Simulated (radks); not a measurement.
Hg3.875+, 76.125 electrons, occupied as [Kr] 4d10 4f14 5s2 5p5.125 5d9 (fractional occupations, a model configuration). Calculated with a radial shooting solver on a logarithmic mesh with Libxc functionals: Dirac Kohn-Sham, PBE, spin-unpolarised, spherical densities, finite nucleus; open shells are shared between the two j in proportion to 2j + 1; Fermi nuclear charge, rms radius 5.4648 fm.

Spin-orbit splittings of the eigenvalues, e(l+1/2) - e(l-1/2), with zeta = 2 splitting/(2l+1) and mean radii in bohr:

shell,occ.,splitting (eV),zeta (eV),<r> j=l-1/2,<r> j=l+1/2
2p,6,1948,1298,0.05692,0.06560
3p,6,431.4,287.6,0.1704,0.1863
3d,10,92.45,36.98,0.1621,0.1670
4p,6,104.2,69.46,0.4011,0.4352
4d,10,19.43,7.774,0.4423,0.4534
4f,14,4.205,1.201,0.4781,0.4847
5p,5.125,18.83,12.55,0.9609,1.050
5d,9,2.258,0.9034,1.311,1.349
